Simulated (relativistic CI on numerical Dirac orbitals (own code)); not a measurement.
Electric-dipole transitions in Ga XXIII

Method of calculation: Dirac-Coulomb-Breit CI, KLI orbitals optimised for each configuration, model QED, unscaled Slater integrals (own radial code, finite nucleus).

Configuration list (outside the closed core 1s2): 2s2 2p5, 2s 2p6, 2p6 3s, 2p6 3p, 2p6 3d, 2s2 2p4 3s, 2s2 2p4 3p, 2s2 2p4 3d, 2s 2p5 3s, 2s 2p5 3p, 2s 2p5 3d, 2s2 2p4 4s, 2s2 2p4 4p, 2s2 2p4 4d, 2s2 2p4 4f, 2s 2p5 4s. Levels of other configurations are missing.

```csv
λ vac (Å),Lower,Upper,A (s⁻¹),log gf,S velocity/length
7.4274,2s2 2p5 2P°_3/2 [1],2s2 2p4 4d 2D_5/2 [138],1.22e+13,-0.22,0.96
9.1957,2s2 2p5 2P°_3/2 [1],2s2 2p4 3d 2D_3/2 [57],1.11e+13,-0.25,0.98
9.2061,2s2 2p5 2P°_1/2 [2],2s2 2p4 3d 2D_3/2 [62],3.89e+13,0.30,0.98
9.2330,2s2 2p5 2P°_3/2 [1],2s2 2p4 3d 2D_5/2 [56],4.38e+13,0.53,0.98
9.2337,2s 2p6 2S_1/2 [3],2s 2p5 3d 2D°_3/2 [108],1.56e+13,-0.10,0.97
9.2364,2s 2p6 2S_1/2 [3],2s 2p5 3d 2P°_1/2 [107],5.44e+13,0.14,0.97
9.2424,2s2 2p5 2P°_3/2 [1],2s2 2p4 3d 2P_3/2 [55],4.09e+13,0.32,0.95
9.2549,2s 2p6 2S_1/2 [3],2s 2p5 3d 2P°_3/2 [105],2.57e+13,0.12,0.96
9.2638,2s2 2p5 2P°_3/2 [1],2s2 2p4 3d 2S_1/2 [53],3.50e+13,-0.05,0.95
9.3270,2s2 2p5 2P°_3/2 [1],2s2 2p4 3d 2F_5/2 [49],1.55e+13,0.08,0.98
9.3793,2s2 2p5 2P°_1/2 [2],2s2 2p4 3d 2P_1/2 [58],5.57e+13,0.17,0.95
9.3927,2s2 2p5 2P°_1/2 [2],2s2 2p4 3d 2D_3/2 [57],3.28e+13,0.24,0.98
9.4426,2s 2p6 2S_1/2 [3],2s 2p5 3d 2P°_3/2 [102],3.11e+13,0.22,0.97
9.4715,2s2 2p5 2P°_3/2 [1],2s2 2p4 3d 2F_5/2 [39],1.61e+13,0.11,0.98
9.4897,2s2 2p5 2P°_3/2 [1],2s2 2p4 3d 2D_3/2 [38],1.18e+13,-0.20,0.96
29.594,2s2 2p4 3p 2D°_5/2 [14],2s2 2p4 4d 2F_7/2 [134],1.50e+12,0.20,0.99
29.664,2s2 2p4 3p 2F°_7/2 [26],2s2 2p4 4d 2G_9/2 [175],1.96e+12,0.41,0.99
29.667,2s2 2p4 3p 4D°_7/2 [15],2s2 2p4 4d 4F_9/2 [133],1.95e+12,0.41,1.00
32.624,2s2 2p4 3d 4D_5/2 [30],2s2 2p4 4f 4F°_7/2 [143],2.66e+12,0.53,0.99
32.663,2s2 2p4 3d 4D_7/2 [31],2s2 2p4 4f 4F°_9/2 [145],3.33e+12,0.73,0.99
32.689,2s2 2p4 3d 2D_5/2 [61],2s2 2p4 4f 2F°_7/2 [200],4.22e+12,0.73,0.97
32.800,2s2 2p4 3d 2G_7/2 [50],2s2 2p4 4f 2H°_9/2 [186],3.97e+12,0.81,1.00
32.845,2s2 2p4 3d 4F_7/2 [46],2s2 2p4 4f 4G°_9/2 [173],4.12e+12,0.82,0.99
32.860,2s2 2p4 3d 2G_9/2 [51],2s2 2p4 4f 2H°_11/2 [188],4.19e+12,0.91,1.00
32.915,2s2 2p4 3d 4F_9/2 [34],2s2 2p4 4f 4G°_11/2 [148],4.19e+12,0.91,1.00
32.939,2s2 2p4 3d 4F_5/2 [41],2s2 2p4 4f 2F°_7/2 [166],3.44e+12,0.65,0.98
33.043,2s2 2p4 3d 2F_7/2 [36],2s2 2p4 4f 2G°_9/2 [146],4.04e+12,0.82,0.99
33.095,2s2 2p4 3d 4P_5/2 [47],2s2 2p4 4f 4D°_7/2 [177],3.42e+12,0.65,0.99
33.245,2s2 2p4 3d 2F_7/2 [54],2s2 2p4 4f 2G°_9/2 [194],3.44e+12,0.76,1.00
33.829,2s2 2p4 3d 2F_5/2 [39],2s2 2p4 4f 2F°_7/2 [149],2.87e+12,0.60,0.99
```

Terms are leading LS components. Brackets give the number of a level in order of energy, since labels repeat. The list gives strong lines, with weight on those to low levels, among the lowest 200 of 207 levels, so that lines to higher ones, which can be the strongest, are missing. Levels whose partners in the same complex of configurations lie outside the list can be far off, and so can their lines. Rates are taken at the computed energies, electric ones in the length gauge. A velocity-to-length ratio far from 1 marks an uncertain rate.

At this charge energies of transitions that change n are usually good to better than 1 %, and those within a shell (Δn = 0) to a few per cent.

LS names give the leading component of a level, which can be under half, so a name can repeat, a term be missing and a line seem to break the LS rules.
